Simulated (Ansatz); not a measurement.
A nudged elastic band was laid between two geometries of BH2IO (5 atoms, charge 0, multiplicity 1).

Theory: UKS B3LYP/def2-SVP (Ansatz).

| Item | Value |
| --- | --- |
| movable images | 7 |
| climbing image | yes |
| spring | 5.0 eV/Å² |
| optimiser | quadratic models (default) |
| start path | through a guess of the saddle point |
| force threshold | 0.05 eV/Å |
| iteration limit | 60 |
| end points | relaxed |

First end point:

```xyz
5
Properties=species:S:1:pos:R:3
O -0.496 -0.973 -0.286
B 0.407 -0.088 0.141
I -0.003 2.046 0.159
H -1.337 -0.598 -0.583
H 1.479 -0.461 0.528
```

Last end point:

```xyz
5
Properties=species:S:1:pos:R:3
O 0.308 -0.383 0.078
B 1.112 -1.242 0.320
I -2.161 2.423 -0.653
H -1.112 1.215 -0.344
H 1.903 -2.086 0.558
```

Task: Which bonds break or form, and what moves?

Result: Bonds broken: O1–H4, B2–I3. Bonds formed: I3–H4. BH2IO becomes BHO + HI.

Task: What energy profile does the band end with?

Result: The run converged. The highest image is number 2 of 0 to 8, 42.8 kcal/mol above the first end and 20.7 kcal/mol above the last; the last end lies 22.1 kcal/mol above the first. Neighbouring images differ by up to 1.3 eV, so the band resolves the path poorly. A vibrational analysis at the climbing image gives one clearly imaginary mode, 1378i cm⁻¹: a first-order saddle point. The orbitals stay closed-shell, which can raise the energy where a bond breaks towards radicals; this wasn't checked here.

```json
{"image": "0", "path coordinate (Å)": "0.00", "energy (kcal/mol)": "0.0", "O1–H4 (Å)": "0.97", "B2–I3 (Å)": "2.17", "I3–H4 (Å)": "3.05"}
{"image": "1", "path coordinate (Å)": "0.62", "energy (kcal/mol)": "12.5", "O1–H4 (Å)": "0.99", "B2–I3 (Å)": "2.33", "I3–H4 (Å)": "2.35"}
{"image": "2", "path coordinate (Å)": "1.23", "energy (kcal/mol)": "42.8", "O1–H4 (Å)": "1.30", "B2–I3 (Å)": "2.82", "I3–H4 (Å)": "1.89"}
{"image": "3", "path coordinate (Å)": "1.82", "energy (kcal/mol)": "27.7", "O1–H4 (Å)": "1.91", "B2–I3 (Å)": "3.32", "I3–H4 (Å)": "1.65"}
{"image": "4", "path coordinate (Å)": "2.41", "energy (kcal/mol)": "24.0", "O1–H4 (Å)": "2.30", "B2–I3 (Å)": "3.89", "I3–H4 (Å)": "1.63"}
{"image": "5", "path coordinate (Å)": "2.99", "energy (kcal/mol)": "23.2", "O1–H4 (Å)": "2.24", "B2–I3 (Å)": "4.28", "I3–H4 (Å)": "1.63"}
{"image": "6", "path coordinate (Å)": "3.58", "energy (kcal/mol)": "22.7", "O1–H4 (Å)": "2.17", "B2–I3 (Å)": "4.60", "I3–H4 (Å)": "1.63"}
{"image": "7", "path coordinate (Å)": "4.17", "energy (kcal/mol)": "22.3", "O1–H4 (Å)": "2.16", "B2–I3 (Å)": "4.87", "I3–H4 (Å)": "1.63"}
{"image": "8", "path coordinate (Å)": "4.75", "energy (kcal/mol)": "22.1", "O1–H4 (Å)": "2.18", "B2–I3 (Å)": "5.01", "I3–H4 (Å)": "1.63"}
```

Task: What is the geometry of the highest image?

Result: 
```xyz
5
Properties=species:S:1:pos:R:3
O -0.554 -1.026 -0.288
B 0.537 -0.610 0.143
I -0.553 1.977 -0.074
H -1.028 0.177 -0.383
H 1.648 -0.590 0.560
```

Time of the run: 9.1 min on 1 thread of Arm Neoverse V1 (shared host), peak memory 0.17 GiB.
